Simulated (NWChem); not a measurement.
System: CHI2, doublet; SMILES I[CH]I

In the optimisation the excess spin sits in a' (Cs, its own frame). No frequency run checked for a minimum. def2 effective core potentials on I; no spin-orbit coupling.

Task: Give the equilibrium geometry at PBE0/def2-SVP with def2 effective core potentials on I, spin-unrestricted (NWChem) as a Z-matrix, with the point group.

Result: point group Cs; any orientation.
```
C
H 1 1.0922
I 1 2.0520 2 117.36
I 1 2.0520 2 117.36 3 -167.80
```
